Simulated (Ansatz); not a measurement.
Calculated with Ansatz (gas phase, PBE0-D4/def2-TZVP geometries, no zero-point term in ΔE). CCSD(T)/CBS adds triple-zeta CCSD(T) − MP2 to the extrapolated MP2 energy (def2 sets, frozen cores). DFT in def2-TZVPP. B3LYP here is the variant with VWN-RPA as its local correlation; programs differ in this. def2 core potentials past Kr. For Br, Sn outer-core shells are correlated without core-valence functions, which leaves a few kJ/mol of doubt a bond. Scalar relativity is left out up to krypton. One conformer a species, not always the lowest.

`[NH2][SnH2][SiH2]O` + `C[SiH](N)Br` → `C[SiH](N)[SiH2]O` + `[NH2][SnH2][Br]`  (redistribution)

CCSD(T)/CBS gives +47.1 kJ/mol.

(1) Another level gave +26.0 kJ/mol. Which?
A. MP2/def2-TZVPP
B. PBE/def2-TZVPP
C. B3LYP/def2-TZVPP
D. HF/def2-TZVPP

Largest T1 diagnostic among the species: 0.013.

Answers

(1) D. HF/def2-TZVPP 26.0, PBE 48.9, MP2/def2-TZVPP 55.1, B3LYP 44.7 kJ/mol.

In def2-TZVPP, CCSD(T) changes the Hartree–Fock value by +21.5 kJ/mol (the triples alone add +2.7 kJ/mol) and MP2 by +29.1 kJ/mol.
